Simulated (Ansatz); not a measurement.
Species: CH$_{5}$BP, charge 0, doublet. CH5BP (SMILES P[B]C, doublet).
B3LYP-D3(BJ)/def2-TZVP minimum from Ansatz (an electronic-structure program):
```xyz
8

B      0.6107    -0.3884     0.2149
C      0.3836    -1.0781     1.5748
H     -0.6621    -1.3314     1.7837
H      0.7100    -0.3786     2.3560
H      0.9925    -1.9767     1.7013
P     -0.3283     0.7633    -0.8795
H     -1.6268     0.2011    -1.0068
H      0.1562     0.4463    -2.1647
```
Charge 0, spin multiplicity 2.

Total energies in cc-pV(D+d)Z, 17 correlated electrons, 7 frozen orbitals. Radicals and triplets start from unrestricted determinants; spin-orbit coupling is neglected. Correlated methods leave the cores frozen. No relativity.

| method | program | energy (Eh) | minus CCSDT(Q) (mEh) |
|---|---|---|---|
| HF | Ansatz | -406.14971 | 393.92 |
| MP2 | Ansatz | -406.47940 | 64.22 |
| CCSD | Ansatz | -406.52973 | 13.89 |
| CCSD(T) | Ansatz | -406.54150 | 2.13 |
| CCSDT(Q) | Ansatz | -406.54362 | 0.00 |

Rough core times of Ansatz's runs on a shared machine: CCSD(T) under 20 s, CCSDT(Q) 20 min.
